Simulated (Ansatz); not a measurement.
Born–Oppenheimer molecular dynamics of AlCl2H6NSi (11 atoms, charge 0, multiplicity 1). It starts at the highest image of a converged band. Of that band: The profile has 3 maxima (images 1, 3, 5) with wells between them (images 2, 4): this band takes more than one step, which may be the mechanism or a detour left from its start path. A structure lower than the first end lies on the path between it and the top, so the climb from that side starts below the end, which may itself be a saddle point or a shallow side well. Neighbouring images differ by up to 2.0 eV, so the band resolves the path poorly. A vibrational analysis at the climbing image gives one clearly imaginary mode, 1761i cm⁻¹: a first-order saddle point.

The calculation used RHF/cc-pVDZ (Ansatz 0.2.0).

```yaml
ensemble: NVE (velocity Verlet)
time_step: 0.5 fs
steps_asked: 200
starting_velocities_drawn_for: 300 K
seed: 8823
```

First frame:

```xyz
11
Properties=species:S:1:pos:R:3
Al -0.039 -0.321 0.089
H -1.129 -0.046 1.483
Cl 1.647 0.956 0.241
Cl -1.202 -0.386 -1.686
N 0.063 -1.962 1.043
H -0.497 -2.692 0.622
Si 1.397 -2.622 2.024
H 0.894 -3.810 2.757
H 2.548 -3.020 1.177
H 1.812 -1.566 2.976
H -0.770 -0.980 1.584
```

(1) How far do the bonds stretch over the last three quarters of this one trajectory? (Pairs bonded in most of those frames.)

## Answers

(1) 
| bond | mean (Å) | spread (Å) | shortest | longest |
| --- | --- | --- | --- | --- |
| Al1–Cl3 | 2.125 | 0.031 | 2.08 | 2.17 |
| Al1–Cl4 | 2.128 | 0.040 | 2.06 | 2.18 |
| Al1–N5 | 1.762 | 0.037 | 1.68 | 1.81 |
| H2–H11 | 0.750 | 0.020 | 0.72 | 0.78 |
| N5–H6 | 1.008 | 0.024 | 0.97 | 1.04 |
| N5–Si7 | 1.759 | 0.067 | 1.66 | 1.87 |
| Si7–H8 | 1.487 | 0.007 | 1.47 | 1.50 |
| Si7–H9 | 1.491 | 0.022 | 1.46 | 1.52 |
| Si7–H10 | 1.484 | 0.003 | 1.48 | 1.49 |

Mean temperature of the second half: 1116 K. The conserved energy stayed within 0.16 meV per atom of its start (net change 0.084 meV per atom), so the integration is sound. The kinetic energy rose, since the run started high on the potential surface and went downhill. It ends in pieces (AlCl2H4NSi + H2), so much of that is their flight and rotation, not heat. A run of 0.1 ps of so small a system gives no equilibrium averages. The orbitals stay closed-shell, which can raise the energy where a bond breaks towards radicals; this wasn't checked here.

The run took 3.7 min on 2 threads of AMD EPYC 9R45 96-Core Processor (Zen 5) (shared host), peak memory 0.31 GiB.
